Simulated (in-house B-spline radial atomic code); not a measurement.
A fraction x of an electron is moved 4p → 4d in Zr III (Zr2+), starting from [Kr] 4d2 and keeping the highest spin. Level of theory: scalar-relativistic (X2C) revTPSS, spin-polarised, spherical fractional occupations, Fermi nucleus of rms radius 4.2694 fm; calculated with an all-electron radial atomic-structure program (B-spline basis).

```csv
x,E(x) - E(0) (eV),4p down level (eV),4d up level (eV)
0,0.0000,-46.326,-17.690
0.125,3.5711,-46.421,-17.921
0.25,?,?,?
0.375,?,?,?
0.5,14.1784,-46.653,-18.588
0.625,17.6770,-46.713,-18.802
0.75,21.1560,-46.765,-19.013
0.875,24.6148,-46.807,-19.219
1,28.0528,-46.842,-19.422
```

(1) What belongs in the row x = 0.25?

(2) What belongs in the row x = 0.375?

(3) Check Janak's theorem between x = 0.5 and 0.625.

## Answers

(1) An energy change of 7.1249 eV; 4p down at -46.507 eV, 4d up at -18.147 eV.

(2) An energy change of 10.6609 eV; 4p down at -46.584 eV, 4d up at -18.370 eV.

(3) The slope of the energy is 27.99 eV; the orbital levels give 27.99 eV (ε of the receiving orbital less ε of the emptying one, averaged over the two points).
